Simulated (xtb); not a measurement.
C2H6AuClS, singlet, at the geometry of the source list (GFN-xTB shapes and energies of metal compounds can be far from the true ones) (the multiplicity is a formal guess); xtb with GFN0-xTB.

xtb was given this input:
```
$ xtb mol.xyz --gfn 0 --chrg 0 --uhf 0 --json

# file mol.xyz
11

Au     1.61860000    -1.58070000     0.01030000
Cl     3.69980000    -2.33190000     0.39400000
C     -0.21670000     0.79500000    -1.33070000
S     -0.54120000    -0.71430000    -0.36290000
C     -0.95800000     0.05260000     1.23660000
H      0.54380000     1.39440000    -0.84120000
H     -1.14600000     1.34890000    -1.42720000
H      0.13020000     0.47760000    -2.30840000
H     -0.14980000     0.69980000     1.56060000
H     -1.09920000    -0.75350000     1.94880000
H     -1.88160000     0.61220000     1.12010000
```

It wrote (shortened):

```
   ID    Z sym.   atoms
    1   79 Au     1
    2   17 Cl     2
    3    6 C      3, 5
    4   16 S      4
    5    1 H      6-11

           -------------------------------------------------
          |                Calculation Setup                |
           -------------------------------------------------

           -------------------------------------------------
          |                 G F N 0 - x T B                 |
           -------------------------------------------------

          ...................................................
          :                      SETUP                      :
          :.................................................:
          :  # basis functions                  50          :
          :  # atomic orbitals                  47          :
          :  # shells                           25          :
          :  # electrons                        38          :
          :  electronic temp.          300.0000000     K    :
          :  accuracy                    1.0000000          :
          :  -> integral cutoff          0.2500000E+02      :
          :  -> integral neglect         0.1000000E-07      :
          ...................................................

         :::::::::::::::::::::::::::::::::::::::::::::::::::::
         ::                     SUMMARY                     ::
         :::::::::::::::::::::::::::::::::::::::::::::::::::::
         :: total energy             -20.028676988387 Eh    ::
         :: gradient norm              0.020607836562 Eh/a0 ::
         :: HOMO-LUMO gap              4.902808333032 eV    ::
         ::.................................................::
         :: H0 energy                -20.130998550036 Eh    ::
         :: repulsion energy           0.137629292010 Eh    ::
         :: electrostat energy        -0.031939782994 Eh    ::
         :: -> Gsolv                   0.000000000000 Eh    ::
         ::    -> Gsasa                0.000000000000 Eh    ::
         ::    -> Gshift               0.000000000000 Eh    ::
         :: dispersion energy         -0.003367947367 Eh    ::
         :: short-range corr.          0.000000000000 Eh    ::
         :: add. restraining           0.000000000000 Eh    ::
         :: total charge               0.000000000000 e     ::
         :::::::::::::::::::::::::::::::::::::::::::::::::::::

           -------------------------------------------------
[...]
             Fermi-level            0.0000000 Eh            0.0000 eV

     #   Z          covCN         q      C6AA      α(0)
     1  79 Au       1.826    -0.122   329.444    34.434
     2  17 Cl       0.879    -0.151   101.849    15.427
     3   6 C        3.744    -0.463    34.682     8.501
     4  16 S        2.885     0.227   129.731    19.204
     5   6 C        3.744    -0.463    34.683     8.501
     6   1 H        0.925     0.169     1.271     1.763
     7   1 H        0.925     0.153     1.374     1.833
     8   1 H        0.925     0.164     1.298     1.782
     9   1 H        0.925     0.169     1.271     1.763
    10   1 H        0.925     0.164     1.298     1.782
    11   1 H        0.925     0.153     1.374     1.833

 Mol. C6AA /au·bohr⁶  :       3375.584653
 Mol. C8AA /au·bohr⁸  :     168286.857321
 Mol. α(0) /au        :         96.822843

Wiberg/Mayer (AO) data.
largest (>0.10) Wiberg bond orders for each atom

 ---------------------------------------------------------------------------
     #   Z sym  total        # sym  WBO       # sym  WBO       # sym  WBO
 ---------------------------------------------------------------------------
     1  79 Au   1.552 --     2 Cl   0.767     4 S    0.715
     2  17 Cl   0.825 --     1 Au   0.767
     3   6 C    3.968 --     4 S    0.991     6 H    0.978     7 H    0.976
                             8 H    0.974
     4  16 S    2.776 --     3 C    0.991     5 C    0.991     1 Au   0.715
     5   6 C    3.968 --     4 S    0.991     9 H    0.978    11 H    0.976
                            10 H    0.974
     6   1 H    0.980 --     3 C    0.978
     7   1 H    0.982 --     3 C    0.976
     8   1 H    0.979 --     3 C    0.974
     9   1 H    0.980 --     5 C    0.978
    10   1 H    0.979 --     5 C    0.974
    11   1 H    0.982 --     5 C    0.976
 ---------------------------------------------------------------------------

Topologies differ in total number of bonds
Writing topology from bond orders to xtbtopo.mol

 dipole moment from electron density (au)
     X       Y       Z
  -3.9641   2.3255  -0.4723  total (Debye):   11.743

           -------------------------------------------------
          | TOTAL ENERGY              -20.028676988387 Eh   |
          | GRADIENT NORM               0.020607836562 Eh/α |
          | HOMO-LUMO GAP               4.902808333032 eV   |
           -------------------------------------------------

normal termination of xtb
```
